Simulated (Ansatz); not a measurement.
Job for Ansatz (an electronic-structure program): R-RI-MP2/def2-QZVPPD on H6InN (a complex), monomers drawn apart or pushed together. Elements past Kr take the def2 small-core potentials; no spin–orbit coupling. Files ending in .json are basis or fitting sets from the Basis Set Exchange. The run froze 10 orbitals, filled d shells among them.

Ansatz 0.2 input:
```yaml
crystal:
  periodic: [false, false, false]
  atoms:
    - {symbol: In, position_ang: [0.64107878, 0.57157907, 0.73561557]}
    - {symbol: H, position_ang: [1.70574326, -0.78813054, 0.51286828]}
    - {symbol: H, position_ang: [-0.75054096, 0.73073186, -0.29877319]}
    - {symbol: H, position_ang: [1.23789058, 1.98049207, 1.56670695]}
    - {symbol: N, position_ang: [-1.51778067, -1.09337897, 4.15408883]}
    - {symbol: H, position_ang: [-2.22746513, -0.44663159, 4.48067849]}
    - {symbol: H, position_ang: [-0.88356458, -1.28126132, 4.92290147]}
    - {symbol: H, position_ang: [-1.97469263, -1.96290167, 3.90159125]}
basis:
  gaussian:
    orbitals: def2-QZVPPD.json
    fitting: {mean_field: def2-universal-JKFIT, correlation: def2-QZVPPD-RIFIT.json}
magnetization: {spin_polarized: false}
correlation: {method: mp2, electrons: outside_noble_gas}
scf: {lower_state_search: off}
```

The head of its log:

```
WARN ansatz: RAYON_NUM_THREADS=1 ignored (pool sized by the plan → 1); use --threads N
Functional definition: HF
these checks for a lower state are left out or cut short: stability, starts, cluster_reference, orbital_swaps, neighbouring_geometries, increment
integrals: 0.37 GiB planned
403 factors; integrals over basis functions are off by at most 3.0e0 eV
mean field: 0.62 GiB planned
mean field evaluation 1: about -6722.7613 eV, gradient 3.3e1 eV
mean field evaluation 2: about -6724.4879 eV, gradient 1.8e1 eV
mean field evaluation 4: about -6725.0784 eV, gradient 3.4e-1 eV
mean field -6725.07900998 eV, -247.1420951945 hartree, gradient 7.9e-7 eV, S^2 0.000000; 0 other end points of the search recorded, 0 dependent functions left out
10 core orbitals not correlated, not the lowest: weight in the atoms' cores, before any rotation towards them, 0.997 or more for the frozen orbitals, at most 0.003 for the correlated occupied ones
839 factors; their error is unknown
reference -6725.07900998 eV, -247.1420951945 hartree; 7, 7 occupied and 332, 332 virtual orbitals, 839 factors
```

Problem. Predict the final total energy.

Solution. -247.4868 hartree.
